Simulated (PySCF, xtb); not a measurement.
(1Z)-1,2-difluorobuta-1,3-diene (C4H4F2), SMILES C(/C(F)=C/F)=C.

GFN2-xTB (xtb 6.7.1) at its own geometry gives an orbital gap of 3.60 eV and a dipole moment of 3.40 D.

Coordinates come from a PBE0-D3(BJ)/def2-SVP optimisation. Other conformers were not sampled.

Q: What does CAM-B3LYP/def2-TZVP run with PySCF give? (The exact figures need the calculation; the answer reports its results.)

A: gap 8.15 eV (levels -8.11 and 0.05 eV), dipole 2.37 D.
